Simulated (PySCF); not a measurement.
## Peak assignment

Geometry:
| atom | x (Å) | y (Å) | z (Å) |
| --- | --- | --- | --- |
| B1 | -1.264 | 1.308 | 0.341 |
| N2 | -0.735 | 0.027 | 0.000 |
| B3 | -1.321 | -0.768 | -1.032 |
| C4 | 0.431 | -0.473 | 0.705 |
| C5 | 1.718 | -0.074 | 0.011 |
| F6 | 1.763 | -0.532 | -1.241 |
| F7 | 1.856 | 1.252 | -0.046 |
| F8 | 2.766 | -0.570 | 0.669 |
| H9 | -0.791 | 1.908 | 1.277 |
| H10 | -2.187 | 1.744 | -0.295 |
| H11 | -2.241 | -0.316 | -1.663 |
| H12 | -0.898 | -1.882 | -1.226 |
| H13 | 0.477 | -0.072 | 1.727 |
| H14 | 0.421 | -1.570 | 0.760 |

Computational details: shieldings: GIAO PBE0/pcSseg-1, coordinates at the PBE0-D3(BJ)/def2-SVP level, J: B3LYP/pcJ-1 (spin–dipole term only in couplings to heteroatoms), in PySCF (isolated molecule, non-relativistic Hamiltonian, a single conformation, one averaged value for each set of equivalent atoms).

Chemical shifts δ = σref − σ; ¹³C (184.41 ppm), ¹H (31.27 ppm) vs TMS, all at this level.

Q: Assign these signals to the numbered atoms. ¹³C{¹H} NMR (computed): δ 128.9 (q, J = 343.1 Hz), 61.9 (q, J = 33.3 Hz).

A: 
| δ (ppm) | atoms | environment | reason |
| --- | --- | --- | --- |
| 128.9 | C5 | CF3 carbon | 3 electronegative neighbours deshield it |
| 61.9 | C4 | sp3 CH2 bonded to N | pulled downfield by the heteroatom |

Q: Assign these signals to the numbered atoms. ¹H NMR (600 MHz, computed): δ 5.72 (br, 4H), 3.83 (q, J = 8.3 Hz, 2H).

A: 
5.72 → H9/H10/H11/H12, hydrogen on a boron bonded to N
3.83 → H13/H14, hydrogen on an sp3 CH2 bonded to N: its carbon carries N, which withdraws density

Hydrogens on boron are broadened and split by ¹¹B (spin 3/2, 80 %) and 10B (spin 3). Common functionals overestimate the size of one-bond C–F couplings by tens of Hz; these are unscaled. Splittings below 1 Hz are ignored in the labels, and close J values are merged. Shifts are as computed. Against solution values, carbons near 30 ppm lie about +2 ppm off and those near 130 ppm about +5 ppm. Of 1211 compounds with measured shifts, 218 miss one by over three times the rms of a fit or turn the order of signals round; such compounds aren't used in these exercises.
